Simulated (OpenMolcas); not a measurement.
**Ta3+: moving the ligands**

Ta3+ with 6 ligands (chloride) in tetragonal octahedral coordination (D4h) at 2.58 Å, the axial distance 2.941 Å. A charge of +0.5 e stands 2.4 Å behind each ligand. Ligand basis ANO-RCC-VDZP.
```
Ta    0.0000    0.0000    0.0000
Cl    2.5800    0.0000    0.0000
Cl    0.0000    2.5800    0.0000
Cl   -2.5800    0.0000    0.0000
Cl    0.0000   -2.5800    0.0000
Cl    0.0000    0.0000    2.9412
Cl    0.0000    0.0000   -2.9412
```

* Program: OpenMolcas 26.06
* Method: SS-CASPT2, IPEA 0.25 Eh, imaginary shift 0.1 Eh (the lowest 29 gerade and 27 ungerade orbitals frozen, chosen by energy and not by shell, so the metal 5p can be frozen and 4f correlated)
* Basis: ANO-RCC-VTZP [8s7p5d3f2g1h]
* Scalar Hamiltonian: DKH2, point nucleus
* Active space: 2 electrons in 5 orbitals (5d)
* State averaging: 2S+1 = 3 even, 10 roots; 2S+1 = 1 even, 15 roots
* Spin-orbit coupling: state interaction with AMFI integrals over the reference wave functions

Runs around this geometry, states (labels of D4, the rotations of D4h). Energies in cm-1 above the lowest state or level, χT in cm3 K/mol.

```csv
R (Å),Axial / equatorial distance,Ground state,First state of that spin,First gap with spin-orbit (degeneracies),χT at 300 K,First state of another spin
2.33,1.14,2S+1 = 3,3E 1250,"410 (1, 2)",0.161,2S+1 = 1: 5500
2.58,1.14,3A2,3E 1130,"590 (1, 2)",0.075,1B2 5650
2.48,1.197,2S+1 = 3,3E 1360,"620 (1, 2)",0.077,2S+1 = 1: 5070
```

Over all roots computed the reference weight is 0.66 to 0.67 in R = 2.33 in ratio = 1.14, 0.66 to 0.67 in R = 2.58 in ratio = 1.14, 0.66 to 0.67 in R = 2.48 in ratio = 1.197; a low but even weight reflects the number of correlated electrons. Ligand-to-metal charge-transfer states are missing. With no ligand orbital active B as a rule stays too high, so bands that hang on it stand too high and its fall with covalency is understated. With one d shell and no ligand orbital active, 10Dq can be off by a tenth or more. Spin-orbit coupling mixes the spin-free states strongly: the lowest level takes only 66 % from its leading state, 3A2 (figures for R = 2.58, ratio = 1.14; the like holds for R = 2.48, ratio = 1.197). The least metal-like active orbital is 66 % on the metal (Löwdin) and no ligand orbital is active, so the numbers are rough (holds for R = 2.33, ratio = 1.14). The least metal-like active orbital is 80 % on the metal (Löwdin) and no ligand orbital is active, so the numbers are rough (holds for R = 2.58, ratio = 1.14). The least metal-like active orbital is 76 % on the metal (Löwdin) and no ligand orbital is active, so the numbers are rough (holds for R = 2.48, ratio = 1.197). No measured value stands beside these numbers; the geometry was imposed, not optimised, and the real ion may take another.

A state without a sure symmetry label is named by its multiplicity alone.
